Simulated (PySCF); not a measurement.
# Bi2Se, singlet: data card

Computed with PySCF, PBE0, basis Se def2-TZVP, Bi def2-TZVP with ECP60 (scalar-relativistic core potentials, no spin–orbit coupling, density fitting).

The structure is a minimum.

```json
{
 "Point group": "C2v",
 "Bond lengths": "Bi–Bi 3.206 Å, Se–Bi 2.557 Å (×2)",
 "Bond angles": "Bi–Bi–Se 51.2° (×2), Bi–Se–Bi 77.7°",
 "Entropy at 298.15 K and 1 bar": "342.1 J/(mol K)",
 "Highest occupied level": "-4.57 eV",
 "Lowest empty level": "-3.64 eV",
 "Heat capacity Cp at 298.15 K": "56.5 J/(mol K)",
 "Principal polarisabilities": "81.2, 109.7, 221.5 bohr³",
 "Enthalpy at 298.15 K above 0 K": "14.63 kJ/mol",
 "Principal quadrupole moments (Buckingham, traceless) about the centre of mass": "-6.34, 0.06, 6.28 D Å",
 "Atomisation energy without zero-point energy": "390 kJ/mol",
 "Zero-point energy": "3.2 kJ/mol",
 "Rotational constants": "0.06335, 0.0157, 0.01258 cm⁻¹",
 "Rotational symmetry number": "2",
 "Dipole moment": "1.12 D"
}
```

Harmonic modes (masses in u: Se 79.917, Bi 208.980):
| symmetry | ω (cm⁻¹) | IR (km/mol) |
| --- | --- | --- |
| a1 | 102 | 0.1 |
| b2 | 186 | 18.0 |
| a1 | 253 | 5.1 |

In C2v the vibrations span 2a1 + b2. Here b1 is antisymmetric to the molecular plane and b2 lies in it.

Charges (e):
```json
{"atom": "Se1", "Mulliken": "-0.27", "Löwdin": "-0.01", "polar tensor": "0.09", "Mayer order to Se1": "–"}
{"atom": "Bi2,3", "Mulliken": "0.13", "Löwdin": "0.01", "polar tensor": "-0.05", "Mayer order to Se1": "1.31"}
```
Other Mayer orders above 0.3: Bi–Bi 1.49.

Mulliken populations on Se1: s 7.95, p 16.19, d 10.12, f 0.01.

Only a few start shapes were tried, so a lower isomer may exist. The small gap makes a closed-shell description doubtful. No spin–orbit coupling is included, which matters more the heavier the element.

The final relaxation and frequency run took roughly 3 core-minutes on a shared host.
